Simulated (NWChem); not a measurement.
System: C$_{2}$H$_{4}$AuN; SMILES C[N+]#[C-]->[AuH]

Here is an NWChem input.

```
start job
memory heap 200 mb stack 900 mb global 1100 mb
geometry units angstroms noautoz
  Au    -0.506998    -0.149049    -0.589322
  H     -1.555947    -0.412318    -1.794674
  C      2.427676     0.709339     2.833569
  N      1.533759     0.423949     1.780422
  C      0.781398     0.197530     0.900465
  H      2.377930     1.786398     3.091923
  H      3.465463     0.461697     2.532579
  H      2.163470     0.113849     3.730663
end
basis spherical
  * library def2-svp
end
ecp
  Au library def2-ecp
end
dft
  xc b3lyp
  iterations 150
  mulliken
end
task dft energy
```

Excerpt of the output:

```
             Northwest Computational Chemistry Package (NWChem) 7.3.0
             --------------------------------------------------------

 C1  symmetry detected

                             Geometry "geometry" -> ""
                             -------------------------

 Output coordinates in angstroms (scale by  1.889725989 to convert to a.u.)

  No.       Tag          Charge          X              Y              Z
 ---- ---------------- ---------- -------------- -------------- --------------
    1 Au                  79.0000     0.00038448    -0.73613823    -0.00001040
    2 H                    1.0000     0.03724527    -2.35512532    -0.00029053
    3 C                    6.0000     0.01466365     3.85353717    -0.00031139
    4 N                    7.0000    -0.01276178     2.44325314     0.00037443
    5 C                    6.0000    -0.02253708     1.26361701     0.00036891
    6 H                    1.0000     1.06045945     4.21259422     0.08133861
    7 H                    1.0000    -0.56655010     4.24818273     0.85722512
    8 H                    1.0000    -0.42495529     4.24357117    -0.94041748

 Effective nuclear repulsion energy (a.u.)     384.8321710513

                                 NWChem DFT Module
                                 -----------------

 Summary of "ao basis" -> "ao basis" (spherical)
 ------------------------------------------------------------------------------
       Tag                 Description            Shells   Functions and Types
 ---------------- ------------------------------  ------  ---------------------
 Au                         def2-svp                12       32   6s3p2d1f
 H                          def2-svp                 3        5   2s1p
 C                          def2-svp                 6       14   3s2p1d
 N                          def2-svp                 6       14   3s2p1d

            General Information
            -------------------
          SCF calculation type: DFT
          Wavefunction type:  closed shell.
          No. of atoms     :     8
          No. of electrons :    42
           Alpha electrons :    21
            Beta electrons :    21
          Charge           :     0
          Spin multiplicity:     1
          Use of symmetry is: off; symmetry adaption is: off
          Maximum number of iterations: 150
          AO basis - number of functions:    94
                     number of shells:    42
          Convergence on energy requested:  1.00D-06
          Convergence on density requested:  1.00D-05
          Convergence on gradient requested:  5.00D-04

              XC Information
              --------------
                         B3LYP Method XC Potential
                     Hartree-Fock (Exact) Exchange  0.200
                        Slater Exchange Functional  0.800 local
                    Becke 1988 Exchange Functional  0.720 non-local
              Lee-Yang-Parr Correlation Functional  0.810
                  VWN I RPA Correlation Functional  0.190 local

             Grid Information
             ----------------
          Grid used for XC integration:  medium
          Radial quadrature: Mura-Knowles
          Angular quadrature: Lebedev.
          Tag              B.-S. Rad. Rad. Pts. Rad. Cut. Ang. Pts.
          ---              ---------- --------- --------- ---------
          Au                  1.35      123          12.0       590
          H                   0.35       45          15.0       434
          C                   0.70       49          14.0       434
          N                   0.65       49          12.0       434
          Grid pruning is: on
          Number of quadrature shells:   450
          Spatial weights used:  Erf1

      Superposition of Atomic Density Guess
      -------------------------------------

 Sum of atomic energies:        -283.93501132

      Non-variational initial energy
      ------------------------------

 Total energy =    -267.899005
 1-e energy   =    -691.001366
 2-e energy   =     283.299723
 HOMO         =      -0.367202
 LUMO         =       0.003845

     ---------------------------------------------
      Total Density - Mulliken Population Analysis
     ---------------------------------------------

    Atom       Charge   Shell Charges
 -----------   ------   -------------------------------------------------------
    1 Au  19    19.21   0.07 -0.48  1.82  0.61  0.89  0.41  5.59  0.46  0.09  8.68  1.07  0.01
    2 H    1     1.12   0.66  0.45  0.02
    3 C    6     5.97   1.99  0.93  0.19  1.91  0.91  0.03
    4 N    7     7.15   1.99  1.03  0.42  2.34  1.35  0.03
    5 C    6     5.87   1.99  1.03  0.48  1.55  0.77  0.05
    6 H    1     0.89   0.67  0.20  0.02
    7 H    1     0.89   0.67  0.20  0.02
    8 H    1     0.89   0.67  0.20  0.02

   convergence    iter        energy       DeltaE   RMS-Dens  Diis-err
 ---------------- ----- ----------------- --------- --------- ---------
 d= 0,ls=0.0,diis     1   -268.9506158280 -4.09D+02  1.84D-02  6.18D-01
 d= 0,ls=0.0,diis     2   -268.6191232315  3.31D-01  1.39D-02  3.71D+00
 d= 0,ls=0.0,diis     3   -269.0377002631 -4.19D-01  2.43D-03  3.13D-02
 d= 0,ls=0.0,diis     4   -269.0343711018  3.33D-03  1.36D-03  6.71D-02
 d= 0,ls=0.0,diis     5   -269.0411985613 -6.83D-03  3.29D-04  2.75D-03
  Resetting Diis
 d= 0,ls=0.0,diis     6   -269.0415100462 -3.11D-04  8.19D-05  7.98D-05
 d= 0,ls=0.0,diis     7   -269.0415206024 -1.06D-05  2.33D-05  2.41D-06
 d= 0,ls=0.0,diis     8   -269.0415205933  9.07D-09  1.35D-05  2.52D-06
 d= 0,ls=0.0,diis     9   -269.0415208611 -2.68D-07  3.52D-06  3.47D-07

         Total DFT energy =     -269.041520861117
      One electron energy =     -694.025008940915
           Coulomb energy =      317.136496083550
    Exchange-Corr. energy =      -31.955645919952
 Nuclear repulsion energy =      139.802637916200

 Numeric. integr. density =       41.999976218141

                       DFT Final Molecular Orbital Analysis
                       ------------------------------------

 Vector   19  Occ=2.000000D+00  E=-2.913999D-01
              MO Center=  3.3D-04, -7.3D-01, -8.3D-06, r^2= 8.5D-01
   Bfn.  Coefficient  Atom+Function         Bfn.  Coefficient  Atom+Function
  ----- ------------  ---------------      ----- ------------  ---------------
    19      0.882513  1 Au d  1              24      0.221362  1 Au d  1

 Vector   20  Occ=2.000000D+00  E=-2.913991D-01
              MO Center=  3.5D-04, -7.3D-01, -1.2D-05, r^2= 8.5D-01
   Bfn.  Coefficient  Atom+Function         Bfn.  Coefficient  Atom+Function
  ----- ------------  ---------------      ----- ------------  ---------------
    18      0.764283  1 Au d  0              20     -0.441255  1 Au d  2
    23      0.191706  1 Au d  0              25     -0.110683  1 Au d  2

 Vector   21  Occ=2.000000D+00  E=-2.414720D-01
              MO Center=  1.3D-02, -1.3D+00, -1.2D-04, r^2= 2.2D+00
   Bfn.  Coefficient  Atom+Function         Bfn.  Coefficient  Atom+Function
  ----- ------------  ---------------      ----- ------------  ---------------
     5      0.558205  1 Au s                  3     -0.431029  1 Au s
    20      0.360787  1 Au d  2               6      0.293420  1 Au s
     2      0.273783  1 Au s                 33      0.249714  2 H  s
    18      0.208581  1 Au d  0              34      0.169667  2 H  s
     4     -0.114929  1 Au s                  8      0.111346  1 Au py

 Vector   22  Occ=0.000000D+00  E=-4.238999D-02
              MO Center=  3.4D-02,  1.1D+00,  5.6D-03, r^2= 4.7D+00
   Bfn.  Coefficient  Atom+Function         Bfn.  Coefficient  Atom+Function
  ----- ------------  ---------------      ----- ------------  ---------------
    72      0.435767  5 C  px                13      0.418821  1 Au px
    69      0.408075  5 C  px                58     -0.379648  4 N  px
    81      0.353985  6 H  s                 55      0.342092  4 N  px
    16     -0.218630  1 Au d -2              44     -0.185369  3 C  px
    86     -0.173745  7 H  s                 91     -0.160965  8 H  s

 Vector   23  Occ=0.000000D+00  E=-4.233012D-02
              MO Center= -5.5D-02,  1.1D+00, -5.5D-03, r^2= 4.7D+00
   Bfn.  Coefficient  Atom+Function         Bfn.  Coefficient  Atom+Function
  ----- ------------  ---------------      ----- ------------  ---------------
    74      0.436030  5 C  pz                15      0.419176  1 Au pz
    71      0.408294  5 C  pz                60     -0.379974  4 N  pz
    57      0.342204  4 N  pz                91     -0.304067  8 H  s
    86      0.295204  7 H  s                 17     -0.218671  1 Au d -1
    46     -0.184246  3 C  pz                 9     -0.143662  1 Au pz

 Vector   24  Occ=0.000000D+00  E= 2.441676D-02
              MO Center=  1.2D-02,  3.9D+00, -3.7D-04, r^2= 5.9D+00
   Bfn.  Coefficient  Atom+Function         Bfn.  Coefficient  Atom+Function
  ----- ------------  ---------------      ----- ------------  ---------------
    40      2.194314  3 C  s                 86     -1.082385  7 H  s
    91     -1.081220  8 H  s                 81     -1.069852  6 H  s
    14     -0.429493  1 Au py                73     -0.429395  5 C  py
    45      0.413975  3 C  py                 6     -0.402003  1 Au s
    39      0.324349  3 C  s                 54      0.207304  4 N  s

     ---------------------------------------------
      Total Density - Mulliken Population Analysis
     ---------------------------------------------

    Atom       Charge   Shell Charges
 -----------   ------   -------------------------------------------------------
    1 Au  19    19.03   0.07 -0.49  1.90  0.55  0.86  0.44  5.65  0.41  0.13  8.22  1.30  0.01
    2 H    1     1.10   0.70  0.38  0.02
    3 C    6     5.89   1.98  0.91  0.09  2.12  0.74  0.04
    4 N    7     7.08   1.99  1.01  0.39  2.48  1.19  0.02
    5 C    6     6.12   1.99  1.05  0.48  1.81  0.74  0.06
    6 H    1     0.93   0.73  0.17  0.02
    7 H    1     0.93   0.73  0.17  0.02
    8 H    1     0.93   0.73  0.17  0.02

     -------------------------------------------
      Total Density - Lowdin Population Analysis
     -------------------------------------------

    Atom       Charge   Shell Charges
 -----------   ------   -------------------------------------------------------
    1 Au  19    19.13   0.00  0.02  1.05  0.90  0.62  0.52  4.96  1.15  0.30  7.81  1.78  0.02
    2 H    1     1.19   0.63  0.52  0.04
    3 C    6     5.96   1.96  0.57  0.30  1.87  1.16  0.10
    4 N    7     6.95   1.97  0.74  0.39  2.28  1.53  0.04
    5 C    6     5.93   1.97  0.73  0.43  1.66  1.01  0.13
    6 H    1     0.95   0.63  0.25  0.06
    7 H    1     0.95   0.63  0.25  0.06
    8 H    1     0.95   0.63  0.25  0.06

     Multipole analysis of the density
     ---------------------------------

     L   x y z        total         alpha         beta         nuclear
     -   - - -        -----         -----         ----         -------
     0   0 0 0     -0.000000    -21.000000    -21.000000     42.000000

     1   1 0 0     -0.002383      0.020605      0.020605     -0.043593
     1   0 1 0      3.072567    -40.196703    -40.196703     83.465972
     1   0 0 1     -0.000165     -0.000672     -0.000672      0.001179

     2   2 0 0    -31.680128    -18.755852    -18.755852      5.831576
     2   1 1 0      0.129218     -0.138878     -0.138878      0.406974
     2   1 0 1      0.000258     -0.000066     -0.000066      0.000390
     2   0 2 0    -19.504555   -384.908421   -384.908421    750.312287
     2   0 1 1     -0.001893      0.005486      0.005486     -0.012864
     2   0 0 2    -31.678973    -18.742473    -18.742473      5.805973
```

Level: B3LYP/def2-SVP with def2 effective core potentials on Au. Geometry: optimised at PBE-D3(BJ)/def2-SVP. def2 effective core potentials on Au; no spin-orbit coupling.
